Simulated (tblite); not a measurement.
Species: C4H4F3 (doublet state).
Bonds: C1–C2, C2–C3, C3–F4, C3–C5 (double), C5–F6, C5–F7. Hydrogens: H8, H9 on C1; H10, H11 on C2.
Bond orders are those of one Lewis drawing.

Computed with GFN2-xTB (tblite), gas phase: L-BFGS steps from a force-field or distance-geometry start until the largest atomic force falls under 0.01 eV/Å.

Step 52: E = -671.5688 eV
```
atom  x, y, z in Å  |  force x, y, z in eV/Å
C1     -1.4555   -0.3484    0.7986    0.006  -0.004   0.018
C2     -0.6147   -0.5985   -0.3915    0.003   0.015  -0.001
C3      0.4018    0.5138   -0.4747   -0.007   0.009  -0.008
F4     -0.0878    1.7020   -0.8759    0.014  -0.010   0.007
C5      1.6778    0.4438   -0.1114    0.005  -0.006  -0.027
F6      2.5504    1.4436   -0.1231   -0.014  -0.009   0.013
F7      2.2623   -0.6841    0.2837   -0.043   0.009   0.005
H8     -2.3810    0.1857    0.7098    0.016  -0.001   0.001
H9     -1.0537   -0.5284    1.7765    0.002  -0.004   0.005
H10    -1.2150   -0.5791   -1.3023    0.011  -0.014  -0.019
H11    -0.0792   -1.5475   -0.3155    0.007   0.016   0.006
```

Step 53: E = -671.5690 eV
```
atom  x, y, z in Å  |  force x, y, z in eV/Å
C1     -1.4526   -0.3474    0.7985    0.003  -0.006   0.011
C2     -0.6151   -0.5999   -0.3933    0.006   0.016   0.000
C3      0.4004    0.5132   -0.4769   -0.001   0.018  -0.005
F4     -0.0893    1.7024   -0.8754    0.016  -0.022   0.007
C5      1.6760    0.4433   -0.1112    0.008  -0.007  -0.018
F6      2.5476    1.4441   -0.1169   -0.019  -0.018   0.008
F7      2.2602   -0.6854    0.2837   -0.048   0.022  -0.003
H8     -2.3768    0.1887    0.7097    0.010   0.001   0.006
H9     -1.0494   -0.5256    1.7762    0.004  -0.005   0.003
H10    -1.2173   -0.5828   -1.3029    0.013  -0.008  -0.017
H11    -0.0782   -1.5479   -0.3173    0.007   0.009   0.008
```

Step 54: E = -671.5694 eV
```
atom  x, y, z in Å  |  force x, y, z in eV/Å
C1     -1.4469   -0.3471    0.8000    0.000  -0.009  -0.001
C2     -0.6162   -0.6001   -0.3966    0.007   0.011   0.000
C3      0.3988    0.5131   -0.4819    0.005   0.028  -0.002
F4     -0.0883    1.7024   -0.8838    0.014  -0.033   0.005
C5      1.6726    0.4431   -0.1098    0.011  -0.008  -0.001
F6      2.5441    1.4442   -0.1095   -0.020  -0.027   0.002
F7      2.2532   -0.6854    0.2924   -0.049   0.036  -0.014
H8     -2.3698    0.1911    0.7138    0.001   0.006   0.013
H9     -1.0413   -0.5273    1.7764    0.007  -0.006  -0.004
H10    -1.2231   -0.5841   -1.3032    0.019   0.000  -0.009
H11    -0.0776   -1.5471   -0.3236    0.004   0.000   0.011
```

**Question.** Estimate the geometry and energy of step 55. (The exact step hangs on the optimiser's Hessian estimate; all steps are aligned on step 54, rigid shifts and turns removed.)

**Answer.** E = -671.5697 eV, largest force 0.048 eV/Å
```
atom  x, y, z in Å  |  force x, y, z in eV/Å
C1     -1.4406   -0.3481    0.8022   -0.006  -0.008  -0.010
C2     -0.6174   -0.5990   -0.4001    0.007   0.004   0.002
C3      0.3977    0.5137   -0.4878    0.007   0.021   0.003
F4     -0.0849    1.7016   -0.8975    0.001  -0.021  -0.003
C5      1.6690    0.4434   -0.1078    0.002  -0.004   0.012
F6      2.5411    1.4435   -0.1041   -0.007  -0.021  -0.002
F7      2.2431   -0.6836    0.3066   -0.036   0.027  -0.017
H8     -2.3627    0.1920    0.7206   -0.006   0.011   0.019
H9     -1.0324   -0.5329    1.7765    0.012  -0.006  -0.008
H10    -1.2300   -0.5821   -1.3030    0.025   0.004  -0.005
H11    -0.0775   -1.5456   -0.3316    0.000  -0.006   0.011
```

The energy changes by -0.0003 eV. The first-order estimate −F·Δx gives -0.0004 eV and the mean of the old and new forces, exact on a quadratic surface, -0.0003 eV. The step makes an angle of 82° with the force vector and moves no atom by more than 0.018 Å.

What follows is the cost of the whole relaxation. Time: 0.21 s. Hardware: Arm Neoverse V2, one thread, on a shared host.
